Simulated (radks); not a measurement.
Te I, configuration [Kr] 4d10 5s2 5p4 (the NIST ground configuration). Calculated with a radial shooting solver on a logarithmic mesh with Libxc functionals: scalar-relativistic Kohn-Sham, LDA (Slater exchange, VWN5 correlation), spin-polarised, spherical densities, finite nucleus; open shells are filled with parallel spins first (spin-orbit coupling, left out, can overturn this in heavy ions); Fermi nuclear charge, rms radius 4.7423 fm; hard spherical wall at 1.5 bohr. Some entries of the table are withheld. Estimate them.

orbital,occ.,eigenvalue (hartree),<1/r> (bohr^-1),<r> (bohr)
1s up,1,-1153.465,55.51,0.02784
1s down,1,-1153.431,55.51,0.02784
2s up,1,-171.1311,12.69,0.1201
2s down,1,-171.1090,12.69,0.1201
2p up,3,-152.9415,12.17,0.1049
2p down,3,-152.9114,12.17,0.1049
3s up,1,-29.31235,4.492,0.3256
3s down,1,-29.28141,4.493,0.3255
3p up,3,-23.41549,4.269,0.3244
3p down,3,-23.38189,4.269,0.3244
3d up,5,-14.39903,4.027,0.3026
3d down,5,-14.36636,4.028,0.3025
4s up,1,-1.45918,1.787,0.7636
4s down,1,-1.41335,1.785,0.7636
4p up,3,0.38294,1.681,0.7927
4p down,3,0.42882,1.680,0.7926
4d up,5,3.26594,1.542,0.8262
4d down,5,3.31276,1.543,0.8258
4f up,0,6.52685,1.308,0.8507
4f down,0,6.57668,1.309,0.8502
5s up,1,9.03818,1.692,0.9145
5s down,1,9.11359,1.693,0.9142
5p up,3,10.53868,(1),0.8967
5p down,1,10.61445,(2),0.8967
5d up,0,12.74518,1.734,0.8594
5d down,0,12.81875,1.733,0.8596
6s up,0,25.33735,1.951,0.8710
6s down,0,25.39146,1.952,0.8710

Answer. 
(1) 5p up <1/r> (bohr^-1): 1.718
(2) 5p down <1/r> (bohr^-1): 1.718
